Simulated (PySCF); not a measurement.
# Hartree-Fock beside MP2: AlBH3

These are calculations, not measurements. The program is PySCF 2.14.0, an open-source quantum chemistry code, run on an isolated molecule that a program drew, which may never have been made. The molecule is AlBH3 (charge 0, doublet), drawn as the SMILES string `[BH][AlH2]`.

The geometry was optimised and harmonic frequencies were computed with HF and MP2, all in the cc-pV(D+d)Z basis, for the commonest isotopes, with a restricted reference for singlets and an unrestricted one otherwise, and a frozen core in MP2. Each result is a local minimum of its method.

Geometry at the HF minimum:
```xyz
5
AlBH3, angstrom
B    -0.2242    0.7815   -2.4430
Al   -0.8552   -1.1231   -1.9912
H     0.1413    1.8833   -2.7043
H    -1.3786   -2.0570   -3.1544
H    -0.8045   -1.6148   -0.4896
```

Lengths of the bonds as drawn, in Å (atoms numbered as above):
| bond | HF | MP2 |
|---|---|---|
| B1-Al2 | 2.057 | 2.056 |
| B1-H3 | 1.190 | 1.198 |
| Al2-H4 | 1.581 | 1.580 |
| Al2-H5 | 1.581 | 1.580 |

Rotational constants, in GHz:
```
constant     HF    MP2
       A  131.5  130.4
       B  11.51  11.52
       C  10.58  10.59
```

Harmonic frequencies in cm^-1, each column in rising order, so a row needn't be the same motion in every method:
| rank | HF | MP2 |
|---|---|---|
| 1 | 298 | 351 |
| 2 | 391 | 362 |
| 3 | 597 | 568 |
| 4 | 664 | 655 |
| 5 | 742 | 721 |
| 6 | 824 | ? |
| 7 | 1984 | 1967 |
| 8 | 1987 | 1974 |
| 9 | 2816 | 2761 |

**Estimate the missing MP2 frequency from the HF column.**

A single factor s that minimises the squared misfit of MP2 against s times HF over the other rows is sum(HF x MP2) / sum(HF^2) = 0.9857, with an rms misfit of 25 cm^-1. For rank 6 it gives 0.9857 x 824 = 812 cm^-1. The calculation gives 784 cm^-1, 28 cm^-1 below the estimate. The drawn bonds are on average 0.1 % longer in MP2 than in HF.
